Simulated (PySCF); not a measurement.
C3H11BOSi (SMILES C[SiH2]OB(C)C), singlet, geometry from GFN2-xTB; HF/6-31G (PySCF).

PySCF was given this input:
```python
from pyscf import gto, scf, solvent

mol = gto.Mole()
mol.atom = '''
    Si    1.25838149    0.66101833    0.66657950
    C     2.68106956   -0.31066938   -0.12627620
    O    -0.10915732   -0.09339703    0.26801963
    B    -1.31377898   -0.24903650   -0.26157561
    C    -2.06450699   -1.64303107   -0.08311242
    C    -2.00730606    0.93628025   -1.07084896
    H     1.28071534    0.60249270    2.13034886
    H     1.27556565    2.05496831    0.19921799
    H     2.63212154   -0.28704488   -1.21212279
    H     2.66850957   -1.35414546    0.17779959
    H     3.63977808    0.10540996    0.16768989
    H    -2.57908175   -1.95026863   -0.99004780
    H    -2.82546079   -1.55528625    0.69081139
    H    -1.39207191   -2.44259540    0.21619849
    H    -1.89108851    0.76983387   -2.14075355
    H    -1.56396450    1.90289339   -0.84511701
    H    -3.07574911    0.99636569   -0.88099168
'''
mol.basis = '6-31g'
mol.verbose = 4
mol.build()

mf = scf.RHF(mol)
mf.kernel()
```

It wrote (shortened):

```
PySCF version 2.14.0

[INPUT] verbose = 4
[INPUT] num. atoms = 17
[INPUT] num. electrons = 56
[INPUT] charge = 0
[INPUT] spin (= nelec alpha-beta = 2S) = 0
[INPUT] symmetry False subgroup None
[INPUT] Mole.unit = angstrom
[INPUT] Symbol           X                Y                Z      unit          X                Y                Z       unit  Magmom
[INPUT]  1 Si     1.258381490000   0.661018330000   0.666579500000 AA    2.377996376322   1.249143607017   1.259652695250 Bohr   0.0
[INPUT]  2 C      2.681069560000  -0.310669380000  -0.126276200000 AA    5.066487189308  -0.587080043488  -0.238627434051 Bohr   0.0
[INPUT]  3 O     -0.109157320000  -0.093397030000   0.268019630000 AA   -0.206277439292  -0.176494807548   0.506483696707 Bohr   0.0
[INPUT]  4 B     -1.313778980000  -0.249036500000  -0.261575610000 AA   -2.482682460410  -0.470610780020  -0.494306263766 Bohr   0.0
[INPUT]  5 C     -2.064506990000  -1.643031070000  -0.083112420000 AA   -3.901352793350  -3.104878736451  -0.157059711350 Bohr   0.0
[INPUT]  6 C     -2.007306060000   0.936280250000  -1.070848960000 AA   -3.793258701580   1.769313248339  -2.023611255175 Bohr   0.0
[INPUT]  7 H      1.280715340000   0.602492700000   2.130348860000 AA    2.420201236129   1.138546195050   4.025775895179 Bohr   0.0
[INPUT]  8 H      1.275565650000   2.054968310000   0.199217990000 AA    2.410469732403   3.883327300560   0.376467440186 Bohr   0.0
[INPUT]  9 H      2.632121540000  -0.287044880000  -1.212122790000 AA    4.973988837168  -0.542436208659  -2.290580102444 Bohr   0.0
[INPUT] 10 H      2.668509570000  -1.354145460000   0.177799590000 AA    5.042752248081  -2.558964052223   0.335992530160 Bohr   0.0
[INPUT] 11 H      3.639778080000   0.105409960000   0.167689890000 AA    6.878183725395   0.199195955201   0.316887965958 Bohr   0.0
[INPUT] 12 H     -2.579081750000  -1.950268630000  -0.990047800000 AA   -4.873758160364  -3.685473580031  -1.870919192228 Bohr   0.0
[INPUT] 13 H     -2.825460790000  -1.555286250000   0.690811390000 AA   -5.339347068797  -2.939065057802   1.305444330830 Bohr   0.0
[INPUT] 14 H     -1.392071910000  -2.442595400000   0.216198490000 AA   -2.630634655600  -4.615836339122   0.408555934645 Bohr   0.0
[INPUT] 15 H     -1.891088510000   0.769833870000  -2.140753550000 AA   -3.573639361212   1.454775175714  -4.045437909690 Bohr   0.0
[INPUT] 16 H     -1.563964500000   1.902893390000  -0.845117010000 AA   -2.955464573542   3.595947351345  -1.597039692111 Bohr   0.0
[INPUT] 17 H     -3.075749110000   0.996365690000  -0.880991680000 AA   -5.812323445775   1.882858274013  -1.664832993220 Bohr   0.0

nuclear repulsion = 287.743947884169
number of shells = 54
number of NR pGTOs = 200
number of NR cGTOs = 80
basis = 6-31g
ecp = {}

******** <class 'pyscf.scf.hf.RHF'> ********
method = RHF
initial guess = minao
damping factor = 0
level_shift factor = 0
DIIS = <class 'pyscf.scf.diis.CDIIS'>
diis_start_cycle = 1
diis_space = 8
diis_damp = 0
SCF conv_tol = 1e-09
SCF conv_tol_grad = None
SCF max_cycles = 50
direct_scf = True
direct_scf_tol = 1e-13
Set gradient conv threshold to 3.16228e-05
Initial guess from minao.
init E= -509.256483226883
  HOMO = -0.295651551315177  LUMO = 0.0806379823661307  gap/eV = 10.23936
cycle= 1 E= -508.373839282219  delta_E= 0.883  |g|= 0.534  |ddm|= 3.34
  HOMO = -0.354363440034453  LUMO = 0.152202564383642  gap/eV = 13.78436
cycle= 2 E= -508.434448694112  delta_E= -0.0606  |g|= 0.299  |ddm|= 0.709
  HOMO = -0.398073224642906  LUMO = 0.149811614665095  gap/eV = 14.90871
cycle= 3 E= -508.45157237134  delta_E= -0.0171  |g|= 0.0593  |ddm|= 0.275
  HOMO = -0.396839285170563  LUMO = 0.15522675070271  gap/eV = 15.02248
cycle= 4 E= -508.452702015557  delta_E= -0.00113  |g|= 0.00595  |ddm|= 0.0917
  HOMO = -0.396115743221585  LUMO = 0.154631494546295  gap/eV = 14.98660
cycle= 5 E= -508.452717891122  delta_E= -1.59e-05  |g|= 0.00187  |ddm|= 0.013
  HOMO = -0.396695254412297  LUMO = 0.154512068363795  gap/eV = 14.99912
cycle= 6 E= -508.452719361843  delta_E= -1.47e-06  |g|= 0.00039  |ddm|= 0.00386
  HOMO = -0.39667479012654  LUMO = 0.154553106816155  gap/eV = 14.99968
cycle= 7 E= -508.452719458391  delta_E= -9.65e-08  |g|= 0.000112  |ddm|= 0.00089
  HOMO = -0.396681821035691  LUMO = 0.154537317367807  gap/eV = 14.99944
cycle= 8 E= -508.452719468106  delta_E= -9.71e-09  |g|= 2.41e-05  |ddm|= 0.000317
  HOMO = -0.396683703794536  LUMO = 0.154537866579947  gap/eV = 14.99950
cycle= 9 E= -508.452719468521  delta_E= -4.15e-10  |g|= 7.76e-06  |ddm|= 5.77e-05
  HOMO = -0.396682838393518  LUMO = 0.154537737368439  gap/eV = 14.99948
Extra cycle  E= -508.452719468545  delta_E= -2.4e-11  |g|= 3.3e-06  |ddm|= 1.28e-05
converged SCF energy = -508.452719468545
```
